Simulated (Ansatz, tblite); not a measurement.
BnFm: vertical EA (eV) at several levels, gas phase, relaxed structures; Ansatz, xTB through tblite. Clusters are the lowest isomers that short searches found in that spin, judged at the geometry's level. Raw xTB energies of ions are shifted by several eV. A negative affinity means that the extra electron isn't bound at that geometry and level; within about 0.2 eV of zero the sign isn't settled. Singlets are spin-restricted. The spins of the ions were chosen, not always searched. A dash marks a value that wasn't run or was left out as unsound. The structures are stationary points that may keep the symmetry of their start. Remarks come from the PBE and PBE0 runs and from stability tests at other levels; not every state was tested. A HOMO above zero means that the electron is unbound at that level and held by the basis, or that self-interaction error raises the level; the energy of removing that electron tells which.

```csv
species,state,geometry,GFN1-xTB,GFN2-xTB,PBE-D4/def2-TZVPD,r2SCAN-D4/def2-TZVPD,PBE0-D4/def2-TZVPD,remarks
B3F2,doublet to singlet,PBE-D4/def2-SVP,–,4.15,1.73,1.62,1.63,HOMO above zero (-1 singlet)
B3F3,singlet to doublet,PBE0-D4/def2-SVP,5.19,4.17,1.27,1.31,1.31,HOMO above zero (-1 doublet)
B2F4,singlet to doublet,PBE0-D4/def2-SVP,4.61,4.55,-0.01,-0.02,0.00,HOMO above zero (-1 doublet)
```

**Question.** Estimate the rows for B4F2 (singlet to doublet, PBE-D4/def2-SVP geometry).

**Answer.** 
```json
{"species": "B4F2", "state": "singlet to doublet", "geometry": "PBE-D4/def2-SVP", "GFN1-xTB": "5.43", "GFN2-xTB": "3.16", "PBE-D4/def2-TZVPD": "1.99", "r2SCAN-D4/def2-TZVPD": "2.10", "PBE0-D4/def2-TZVPD": "2.10", "remarks": "restricted SCF unstable in HF, HOMO above zero (-1 doublet)"}
```

Over the 3 species that have every level, the mean is 5.08 at GFN1-xTB, 3.96 at GFN2-xTB, 1.08 at PBE-D4/def2-TZVPD, 1.13 at r2SCAN-D4/def2-TZVPD, 1.14 at PBE0-D4/def2-TZVPD.
